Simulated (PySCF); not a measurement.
AlCl, SMILES [Al][Cl] (connectivity only; charge and spin as stated), neutral, multiplicity 1. Geometry: PBE0-D3(BJ)/def2-TZVPD.

TDDFT-B3LYP/def2-TZVPD in PySCF puts the lowest singlet excitations at 4.67, 4.67, 5.97, 6.02, 6.02, 6.25 eV.

Q: What are the lowest excitation roots from ADC(3)/aug-cc-pVDZ (PySCF)? (An estimate is asked for; the answer gives what the named calculation found.)

A: 4.62, 4.62, 6.35, 6.68, 6.81, 7.28 eV. S1 differs by -0.05 eV (second minus first; roots are paired by order, and the bases may differ).
